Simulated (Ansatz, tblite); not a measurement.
Isomers of Rb$_{4}$H$_{4}$ (singlet), found by a short tight-binding search and relaxed with PBE0-D4/def2-SVP in Ansatz.

In the def2 sets Rb takes a core potential; there is no spin–orbit coupling. The xTB rows come from tblite. Correlated methods freeze no core orbitals; core or outer-core shells of Rb are correlated, in sets that lack core-valence functions.

Other spin states weren't relaxed.

A:

```xyz
8

Rb   -0.6171   -1.9069    0.5874
Rb    0.6206    1.9094   -0.5739
Rb   -3.1887    2.8310    0.2844
Rb    3.1845   -2.8344   -0.2989
H     1.0691   -4.0324    0.5740
H    -1.8026    0.5650    0.4135
H    -1.0726    4.0307   -0.5863
H     1.8069   -0.5624   -0.4003
```

B:

```
atom   x (Å)   y (Å)   z (Å)
 Rb1  -0.841  -2.366   0.819
 Rb2   1.950   0.030   2.647
 Rb3  -1.139   3.059  -0.085
 Rb4   0.257   0.162  -2.681
  H5   0.855  -2.256   2.915
  H6  -0.574  -2.160  -1.788
  H7   0.213   0.863   0.741
  H8  -0.721   2.668  -2.569
```

Task: Estimate which lies lowest at each level, and how far above it the others are (eV).

Result: 
```csv
level,A,B
GFN1-xTB,0.00,0.23
GFN2-xTB,0.00,0.21
HF/def2-TZVP,0.00,0.29
PBE-D4/def2-TZVP,0.00,0.26
r2SCAN-D4/def2-TZVP,0.00,0.30
PBE0-D4/def2-TZVP,0.00,0.28
BHLYP-D4/def2-TZVP,0.00,0.29
MP2/def2-TZVP,0.00,0.28
CCSD/def2-TZVP,0.00,0.27
CCSD(T)/def2-TZVP,0.00,0.27
```
Point groups (tolerance 0.1 Å): A not assigned, B not assigned. Lower isomers may exist.
